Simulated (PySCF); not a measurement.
# UHF on S+ (sulfur, charge +1)

Configuration: [Ne] 3s2 3p3, high-spin 4S determinant. Calculation: PySCF 2.14, in 6-31G*; no relativity, point nucleus.

- Total energy: -397.138466 hartree
- One-electron energy: -542.9460 hartree
- Hartree (Coulomb) energy: 170.6031 hartree
- Exchange energy: -24.7955 hartree
- Kinetic energy: 397.22141 hartree
- ⟨S²⟩: 3.7508
- ⟨L²⟩: 0.000
- Sum of ⟨r⟩: 12.76 bohr
- Sum of ⟨r²⟩: 20.89 bohr²
- Density at the nucleus (Gaussians lack the cusp): 2510 bohr⁻³
- Spin density at the nucleus: 0.315 bohr⁻³
- Langevin diamagnetic susceptibility: -16.5 ×10⁻⁶ cm³/mol
- Time after the integrals: 0.03 s of wall time on 1 thread of Neoverse-V2 (shared host)

```json
{"shell": "1s α", "electrons": "1", "mean orbital energy (eV)": "-2515.1", "rms radius, mean of both spins (bohr)": "0.113"}
{"shell": "1s β", "electrons": "1", "mean orbital energy (eV)": "-2514.3", "rms radius, mean of both spins (bohr)": "0.113"}
{"shell": "2s α", "electrons": "1", "mean orbital energy (eV)": "-256.82", "rms radius, mean of both spins (bohr)": "0.518"}
{"shell": "2s β", "electrons": "1", "mean orbital energy (eV)": "-255.95", "rms radius, mean of both spins (bohr)": "0.518"}
{"shell": "2p α", "electrons": "3", "mean orbital energy (eV)": "-193.93", "rms radius, mean of both spins (bohr)": "0.491"}
{"shell": "2p β", "electrons": "3", "mean orbital energy (eV)": "-192.40", "rms radius, mean of both spins (bohr)": "0.491"}
{"shell": "3s α", "electrons": "1", "mean orbital energy (eV)": "-38.426", "rms radius, mean of both spins (bohr)": "1.79"}
{"shell": "3s β", "electrons": "1", "mean orbital energy (eV)": "-29.026", "rms radius, mean of both spins (bohr)": "1.79"}
{"shell": "3p α", "electrons": "3", "mean orbital energy (eV)": "-23.455", "rms radius, mean of both spins (bohr)": "2.04"}
```
